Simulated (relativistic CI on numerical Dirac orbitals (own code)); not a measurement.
## Electric-dipole transitions in Pb LXXVII

These numbers are calculated, not measured: Dirac-Coulomb-Breit CI, separate exchange-only KLI orbitals for each configuration, QED by a radiative potential, unscaled Slater integrals (own radial code, finite nucleus).

Configuration list (outside the closed core 1s2): 2s²2p², 2s2p³, 2p⁴, 2p³3s, 2s²2p3s, 2p³3p, 2s²2p3p, 2p³3d, 2s²2p3d, 2s2p²3s, 2s2p²3p, 2s2p²3d, 2s²2p4s, 2s²2p4p, 2s²2p4d, 2s²2p4f, 2s²3s², 2s²3s3p, 2s2p²4s, 2s²3s3d, 2s²2p5s, 2s²3p², 2s2p²4p, 2s²2p5p, 2s²2p5d, 2s²2p5f, 2s²2p5g, 2s2p²4d, 2s2p²4f, 2s²3p3d, 2s2p3s², 2s²3d², 2s2p3s3p, 2s2p3s3d, 2s2p3p², 2s2p3p3d. Levels of other configurations are missing.

```tsv
λ vac (Å)	Lower	Upper	A (s⁻¹)	E lower (eV)	E upper (eV)
0.8697	2s²2p² ³P1 [2]	2s²2p3d ³D°2 [69]	1.17e+15	2286.7	16542.6
0.8703	2s²2p² ¹D2 [3]	2s²2p3d ³F°3 [70]	2.32e+15	2304.9	16551.7
0.8717	2s2p³ ¹D°2 [12]	2s2p²3d ³F3 [202]	2.28e+15	5060.8	19284.4
0.8724	2s2p³ ³D°3 [9]	2s2p²3d ³F4 [192]	2.38e+15	4949.3	19160.7
0.8724	2s²2p² ³P0 [1]	2s²2p3d ³D°1 [32]	3.09e+15	0.0	14211.1
0.8731	2s2p³ ³P°2 [4]	2s2p²3d ³P1 [97]	2.82e+15	2648.0	16848.3
0.8738	2s2p³ ³P°2 [4]	2s2p²3d ³D2 [93]	2.57e+15	2648.0	16837.4
0.8738	2p⁴ ¹D2 [19]	2p³3d ³F°3 [392]	2.38e+15	7769.2	21958.1
0.8743	2s2p³ ¹P°1 [5]	2s2p²3d ³F2 [103]	2.97e+15	2750.1	16931.1
0.8743	2s2p³ ³P°2 [4]	2s2p²3d ³D3 [92]	2.46e+15	2648.0	16828.6
0.8743	2s2p³ ¹P°1 [5]	2s2p²3d ³D1 [102]	2.65e+15	2750.1	16930.6
0.8765	2p⁴ ³P2 [14]	2p³3d ³D°2 [233]	2.85e+15	5442.7	19588.3
0.8767	2p⁴ ³P2 [14]	2p³3d ³F°3 [232]	2.64e+15	5442.7	19584.5
1.0216	2s2p³ ³P°2 [16]	2s2p²3d ³D3 [213]	1.77e+15	7310.4	19446.8
1.0240	2s²2p² ³P2 [6]	2s²2p3d ³D°3 [80]	3.55e+15	4624.5	16732.6
1.0261	2s²2p² ³P1 [2]	2s²2p3d ³P°2 [33]	2.09e+15	2286.7	14369.4
1.0271	2s2p³ ¹P°1 [17]	2s2p²3d ³P2 [222]	3.93e+15	7411.0	19482.6
1.0272	2s²2p² ¹D2 [3]	2s²2p3d ³F°3 [34]	2.34e+15	2304.9	14374.6
1.0274	2s2p³ ⁵S°2 [8]	2s2p²3d ³F3 [107]	3.11e+15	4902.6	16970.7
1.0277	2s2p³ ⁵S°2 [8]	2s2p²3d ³P2 [106]	1.58e+15	4902.6	16966.9
1.0279	2s2p³ ³D°3 [9]	2s2p²3d ³F4 [111]	3.00e+15	4949.3	17011.6
1.0282	2s2p³ ³D°3 [9]	2s2p²3d ³D3 [110]	1.80e+15	4949.3	17007.4
1.0286	2s2p³ ³P°2 [4]	2s2p²3d ³D3 [39]	2.35e+15	2648.0	14701.5
1.0287	2s2p³ ³P°2 [16]	2s2p²3d ³D2 [210]	3.15e+15	7310.4	19362.8
1.0288	2s²2p² ¹S0 [7]	2s²2p3d ¹P°1 [82]	2.21e+15	4698.0	16749.5
1.0290	2p⁴ ¹D2 [19]	2p³3d ³F°3 [248]	1.82e+15	7769.2	19818.3
1.0292	2s2p³ ³S°1 [11]	2s2p²3d ³P2 [117]	2.99e+15	5052.9	17099.0
1.0297	2p⁴ ³P0 [20]	2p³3d ³D°1 [398]	5.06e+15	10123.6	22164.4
1.0298	2s2p³ ¹D°2 [12]	2s2p²3d ¹F3 [118]	3.31e+15	5060.8	17099.9
1.0299	2s2p³ ³P°2 [16]	2s2p²3d ³D3 [209]	2.17e+15	7310.4	19348.8
1.0324	2p⁴ ¹D2 [19]	2p³3d ¹D°2 [246]	3.10e+15	7769.2	19778.5
1.0325	2p⁴ ³P2 [14]	2p³3d ³D°3 [131]	3.81e+15	5442.7	17451.3
1.0327	2p⁴ ¹D2 [19]	2p³3d ¹F°3 [245]	2.74e+15	7769.2	19775.1
1.0327	2p⁴ ³P1 [18]	2p³3d ³D°2 [243]	2.89e+15	7750.8	19756.5
1.0357	2s2p³ ¹P°1 [5]	2s2p²3d ³D2 [40]	2.10e+15	2750.1	14721.0
2.9689	2s²2p3d ³F°2 [31]	2s²2p4f ³G3 [149]	4.84e+14	14183.1	18359.2
2.9803	2s2p²3d ³D2 [38]	2s2p²4f ³F°3 [171]	4.77e+14	14525.2	18685.3
2.9882	2s²2p3d ³D°1 [32]	2s²2p4f ³F2 [150]	4.33e+14	14211.1	18360.3
3.0556	2s²2p3d ³F°4 [75]	2s²2p4f ³G5 [304]	4.07e+14	16696.9	20754.5
3.0678	2s2p²3d ³G5 [108]	2s2p²4f ³H°6 [360]	4.91e+14	16978.8	21020.3
3.0806	2s²2p3d ³P°2 [33]	2s²2p4f ³D3 [155]	4.58e+14	14369.4	18394.1
3.0846	2s²2p3d ³F°3 [34]	2s²2p4f ³G4 [154]	4.93e+14	14374.6	18394.0
3.0859	2s2p²3d ³D3 [39]	2s2p²4f ³F°4 [175]	4.93e+14	14701.5	18719.3
3.0997	2s2p²3d ³D2 [40]	2s2p²4f ³F°3 [176]	4.67e+14	14721.0	18720.9
4.4989	2s²2p² ¹D2 [3]	2s2p³ ¹D°2 [12]	4.94e+13	2304.9	5060.8
```

Terms are leading LS components. Brackets give the number of a level in order of energy, since labels repeat. The list gives strong lines, with weight on those to low levels, without lines whose two gauges differ by over a factor of 2.5, among the lowest 400 of 791 levels, so that lines to higher ones, which can be the strongest, are missing. Levels whose partners in the same complex of configurations lie outside the list can be far off, and so can their lines. Rates are taken at the computed energies, electric ones in the length gauge.

At this charge energies of transitions that change n are usually good to better than 1 %, and those within a shell (Δn = 0) to a few per cent.

LS names give the leading component of a level, which can be under half, so a name can repeat, a term be missing and a line seem to break the LS rules.
